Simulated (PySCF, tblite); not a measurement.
Isomers of C6H4N2. Method: GFN2-xTB as coded in tblite; computed harmonic values from a numerical Hessian at the method's own geometry, unscaled. Errors from tens to a few hundred cm⁻¹ against measured bands are possible. One conformer each.

Electronic energies: PBE0/pcSseg-1 single points on the GFN2-xTB geometries (PySCF, gas phase).

```tsv
SMILES	electronic energy, lowest = 0 (kcal/mol)
C=C1CC1(C#N)C#N	58.8
N#Cc1ccccn1	1.3
N#Cc1cccnc1	0.0
```

Question: How do GFN2-xTB zero-point energies change the relative energies?

Answer: 
```
         SMILES  ZPE (kcal/mol)  of it from modes above 1550 cm⁻¹  electronic (kcal/mol)  with ZPE, lowest = 0 (kcal/mol)  lowest mode (cm⁻¹)  rings
    N#Cc1cccnc1            52.8                              25.5                    0.0                              0.0                 128      1
    N#Cc1ccccn1            52.8                              25.5                    1.3                              1.3                 124      1
C=C1CC1(C#N)C#N            50.8                              27.2                   58.8                             56.8                  97      1
```

The zero-point energies span 2.0 kcal/mol, from `C=C1CC1(C#N)C#N` to `N#Cc1cccnc1`. The order is unchanged.

Question: And how do the electronic energies of GFN2-xTB itself compare?

Answer: `N#Cc1cccnc1` 0.0; `N#Cc1ccccn1` 1.7; `C=C1CC1(C#N)C#N` 55.6 kcal/mol, lowest = 0. Against the energies above, taken from the same isomer `N#Cc1cccnc1`, the largest difference is 3.2 kcal/mol.

Question: What do entropy and thermal enthalpy add at 298.15 K and 1 bar (rigid rotor, harmonic oscillator, one conformer each)?

Answer: 
```
         SMILES  point group  symmetry number  S (cal/(mol K))  H − H(0) (kcal/mol)  ZPE + H − H(0) − TS (kcal/mol)
    N#Cc1cccnc1           Cs                1             79.6                 4.56                            33.6
    N#Cc1ccccn1           Cs                1             79.6                 4.56                            33.6
C=C1CC1(C#N)C#N           Cs                1             86.4                 5.46                            30.5
```
